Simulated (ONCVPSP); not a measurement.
## fluorine (F): one change to an ONCV potential, before and after

- Element: F
- Generator: ONCVPSP 4.0.1
- Type: optimised norm-conserving Vanderbilt (ONCV)
- Functional: PBE
- Relativity: scalar-relativistic
- Frozen core: [He]
- Valence charge: 7
- Reference configuration: 2s2 2p5
- Partial waves: 2s: rc 0.75 bohr, ncon 4, nbas 7, qcut 9.6 1/bohr, 3 projectors, debl 2.3 Ha; 2p: rc 1.65 bohr, ncon 4, nbas 8, qcut 8.5 1/bohr, 1 projector
- Local potential: polynomial inside 0.50 bohr (lpopt 2, dvloc0 0 Ha)
- Core correction: polynomial model core, fcfact 0.25

All-electron outer shells of the reference configuration (PBE, scalar-relativistic, ld1.x):

```csv
shell,level (eV),outermost node (bohr),outermost maximum (bohr)
1s,-663.37,–,0.11
2s,-29.90,0.24,0.76
2p,-11.11,–,0.71
```

Change: p: rc 2.2.

Cutoffs: the cutoffs (Ha) at which the residual kinetic energy of the hardest occupied pseudo-wave falls to 1 and 0.1 mHa per electron; they do not see the model core or the augmentation charge, which bear on the density cutoff. Errors are all-electron minus pseudo energies relative to the spin-unpolarised reference configuration.

Q: What does the change do?

A: The potential gets neither clearly harder nor softer (74 Ha and 191 Ha → 74 Ha and 191 Ha); both files keep a bound ghost (s); of the 4 tests that both files solve, the error grows in 4 and shrinks in 0 by more than 15 % and 0.3 meV (median size 1036.8 → 2289.8 meV). More of the atom is replaced by a form fitted at one configuration, so other configurations suffer.

| quantity | base | changed |
| --- | --- | --- |
| cutoff, loose | 74 Ha | 74 Ha |
| cutoff, tight | 191 Ha | 191 Ha |
| loose cutoff by channel | s 74 Ha, p 26 Ha | s 74 Ha, p 20 Ha |
| bound ghosts | s | s |
| GHOST(+) flags under 300 eV | none | none |
| error for 2s2 2p4, meV [ΔE 19.39 eV] | +44 | +126 |
| error for 2s2 2p3, meV [ΔE 57.77 eV] | +408 | +988 |
| error for 2s2 2p2, meV [ΔE 118.41 eV] | +1665 | +3592 |
| error for 2s2 2p1, meV [ΔE 204.21 eV] | +4653 | +9170 |
| s: phases at 0.76 bohr within 0.05 rad from the reference energy up to (Ha; the scan ends near 5) | to the end of the scan | to the end of the scan |
| rms error of d²Exc/dni dnj with the model core, mHa | 1.63 | 1.00 |

Changed file: These tests converged, but a pseudo level misses the all-electron one widely, so the file describes the atom poorly there or has found another state: 2s2 2p1: 2p by 7.6 eV. A true bound ghost makes a file unfit for plane-wave use even where its test errors are small: the radial tests pick states by their node count and pass the ghost by.
